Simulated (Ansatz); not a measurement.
Ideal-gas functions of ClH$_{4}$NO$_{2}$Ti, SMILES `[NH2][Ti]([OH])([OH])[Cl]` at 500 K and 1 bar, from an Ansatz frequency run at PBE0-D4/def2-TZVP.

Molar mass 133.36 g/mol, point group C1 (symmetry number 1), electronic degeneracy 1, moments of inertia 155.175, 257.839, 260.181 u Å². Harmonic wavenumbers (cm⁻¹, unscaled): 133, 160, 168, 184, 193, 250, 280, 304, 398, 426, 458, 482, 535, 729, 773, 806, 1519, 3562, 3668, 3929, 3939.

Use S(trans) = R[1.5 ln M + 2.5 ln T − 1.1517]; rotational temperatures θ = 24.2544 K / I; S(rot) = R[ln(√π/σ · √(T³/θAθBθC)) + 1.5]; for each mode x = 1.438777 ν̃/T, S = R[x/(eˣ − 1) − ln(1 − e⁻ˣ)] and H = RT x/(eˣ − 1); 1 cm⁻¹ = 0.0119627 kJ/mol; R = 8.31446 J/(mol·K).

**Question.** By hand: the entropy, in J/(mol·K).

**Answer.** Translation 180.6. Rotation: θ = 0.1563, 0.0941, 0.0932 K, giving 122.1. Vibration, mode by mode: 16.35, 14.84, 14.44, 13.70, 13.31, 11.23, 10.33, 9.69, 7.63, 7.12, 6.60, 6.23, 5.50, 3.53, 3.19, 2.96, 0.57, 0.00, 0.00, 0.00, 0.00, in all 147.2. Electronic 0.0. Sum 449.9 J/(mol·K).

**Question.** By hand: H − E and G − E in kJ/mol, counted from the electronic energy.

**Answer.** Zero-point energy ½ × 22896 × 0.0119627 = 136.9; thermal vibration 38.0; translation, rotation and pV give 4 RT = 16.6. H − E = 191.5 kJ/mol, and G − E = 191.5 − 500 × 449.9/1000 = -33.4 kJ/mol.

Vibration gives 33 % of the entropy, 16.4 J/(mol·K) of it from the mode under 150 cm⁻¹: soft modes count most, and the harmonic formula is weakest for them. The sum counts one conformer and one mirror image; others add a mixing term.
